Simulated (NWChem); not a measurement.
Correlation energy of BeO

SMILES: [Be]=[O]
```xyz
2

Be     0.0000     0.0000     0.9063
O      0.0000     0.0000    -0.4531
```
Charge 0, spin multiplicity 1.

The numbers come from NWChem runs, not from measurements. Structure: optimised with PBE/def2-SVP, a minimum by its harmonic frequencies.

Basis set: cc-pVTZ. Each correlation energy counts from its own Hartree-Fock reference.

```json
[
 {"method": "MP2", "correlation energy (mHa)": "-302.6", "difference from CCSD(T)": "+5.6"},
 {"method": "SCS-MP2", "correlation energy (mHa)": "-293.7", "difference from CCSD(T)": "+14.4"},
 {"method": "CR-CCSD[T]", "correlation energy (mHa)": "-308.3", "difference from CCSD(T)": "-0.1"},
 {"method": "CR-CCSD(T)", "correlation energy (mHa)": "-305.2", "difference from CCSD(T)": "+3.0"},
 {"method": "CCSD", "correlation energy (mHa)": "-291.7", "difference from CCSD(T)": "+16.5"},
 {"method": "CCSD+T(CCSD)", "correlation energy (mHa)": "-312.2", "difference from CCSD(T)": "-4.0"},
 {"method": "CCSD(T)", "correlation energy (mHa)": "-308.1", "difference from CCSD(T)": "0.0"}
]
```

The values span 20.5 mHa, from CCSD+T(CCSD) (lowest) to CCSD (highest). 

The correlated methods keep 2 core orbitals frozen. The structure started from a generated list of species. No row is a measurement; the coupled-cluster row has its own basis-set and correlation limits.
